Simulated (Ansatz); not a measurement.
Ansatz (an electronic-structure program) input:

Ansatz 0.2 input:
```yaml
crystal:
  periodic: [false, false, false]
  atoms:
    - {symbol: I, position_ang: [2.06232664, -0.38419301, 0.06906732]}
    - {symbol: C, position_ang: [-0.08611276, -0.14602554, -0.00981565]}
    - {symbol: C, position_ang: [-0.95142075, -1.28535611, -0.09441934]}
    - {symbol: C, position_ang: [-2.31223456, -1.07152382, -0.14168992]}
    - {symbol: Se, position_ang: [-2.49458344, 0.85449298, -0.06687269]}
    - {symbol: C, position_ang: [-0.62595416, 1.09604702, 0.02092798]}
    - {symbol: H, position_ang: [-0.52903329, -2.28590168, -0.11970208]}
    - {symbol: H, position_ang: [-0.10410829, 2.03652055, 0.08278723]}
basis:
  gaussian:
    orbitals: def2-SVPD
total_charge: -1
magnetization: {spin_polarized: false}
correlation: {method: ccsd_t, electrons: outside_noble_gas}
output: {forces: true}
```

Question: What final total energy does it print?

Answer: -2849.51263 Eh (CCSD(T)/def2-SVPD). The basis has 172 functions.

It need not be the lowest isomer of its formula. Whether it binds its extra electron was not tested at this geometry.
